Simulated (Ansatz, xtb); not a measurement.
## Relative energy of two structures of BFGeO

Structure I: `O=[B][Ge][F]`, a singlet. Structure II: a triplet given by its coordinates. Both are isolated molecules in the gas phase, relaxed with r2SCAN-D4/def2-SVP; the shapes shown needn't be the lowest conformers.

I (Å):

| atom | x (Å) | y (Å) | z (Å) |
| --- | --- | --- | --- |
| B | 0.9474 | 0.5141 | 0.4806 |
| F | -1.1163 | 0.7459 | 2.4571 |
| Ge | -0.5176 | -0.6434 | 1.5631 |
| O | 1.7927 | 1.0911 | -0.1666 |

II (Å):

```yaml
atoms:
  - { symbol: B, position_ang: [0.1841, 0.5384, 1.4593] }
  - { symbol: F, position_ang: [-0.4528, 0.5703, 2.5952] }
  - { symbol: Ge, position_ang: [0.2537, -0.3698, -0.5335] }
  - { symbol: O, position_ang: [1.1626, 1.0074, 0.7838] }
```

Close contacts (Å): B1–F2 1.30, B1–Ge3 2.19, B1–O4 1.28, Ge3–O4 2.11.

Estimate which is lower in electronic energy at CCSD(T)/def2-TZVPP, and by roughly how much.

The CCSD(T)/def2-TZVPP calculation puts structure I lower, by 19.1 kcal/mol.

Level by level:

| level | geometry | E(II) − E(I) (kcal/mol) | departure from the last row (kcal/mol) | job, with rough time for the two |
| --- | --- | --- | --- | --- |
| HF/STO-3G | GFN2-xTB | +12.6 | −6.5 | single point, 1.8 s |
| r2SCAN-D4/def2-SVP//GFN2-xTB | GFN2-xTB | +8.4 | −10.6 | single point, 9.6 s |
| r2SCAN-D4/def2-SVP | r2SCAN-D4/def2-SVP | +8.7 | −10.4 | optimisation, 1.9 min |
| HF/def2-TZVPP | r2SCAN-D4/def2-SVP | +5.9 | −13.2 | part of the CCSD(T) run |
| MP2/def2-TZVPP | r2SCAN-D4/def2-SVP | +19.5 | +0.4 | part of the CCSD(T) run |
| CCSD(T)/def2-TZVPP | r2SCAN-D4/def2-SVP | +19.1 |  | single point, 4.8 min |

None of the levels shown reverses the order. The largest departure from CCSD(T)/def2-TZVPP is that of HF/def2-TZVPP, 13.2 kcal/mol. At CCSD(T)/def2-TZVPP a singlet with the links of II lies below this triplet.

With harmonic frequencies from r2SCAN-D4/def2-SVP (ideal gas, rigid rotor, one conformer each, 400 K, 1 atm): the zero-point term adds +0.7 kcal/mol; ΔH is +19.4 and ΔG +19.8 kcal/mol.

Open shells are spin-unrestricted. The correlated steps freeze 12 core orbitals; the filled d shell of Ge is correlated, in a basis made for valence electrons. ΔG holds the spin degeneracy. Programs: Ansatz 0.2.0, xtb 6.7.1; the last row on 1 thread of AMD EPYC (Zen 3) on a shared host.
